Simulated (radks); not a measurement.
Problem. Ca3+, 17 electrons, occupied as [Ne] 3s2 3p5. Calculated with a radial shooting solver on a logarithmic mesh with Libxc functionals: non-relativistic Kohn-Sham, PBE, spin-unpolarised, spherical densities, point nucleus. Some entries of the table are withheld. Estimate them.

orbital,occ.,eigenvalue (hartree),<1/r> (bohr^-1),r(max) (bohr)
1s,2,(1),(2),(3)
2s,2,-16.39942,(4),0.3020
2p,6,-13.60338,3.938,0.2473
3s,2,-2.89722,1.236,0.9870
3p,5,-2.19197,1.128,1.027
3d,0,-1.14109,0.8739,(5)
4s,0,-0.87479,0.4726,2.625

Solution. 
(1) 1s eigenvalue (hartree): -145.6946
(2) 1s <1/r> (bohr^-1): 19.54
(3) 1s r(max) (bohr): 0.05081
(4) 2s <1/r> (bohr^-1): 4.010
(5) 3d r(max) (bohr): 1.095
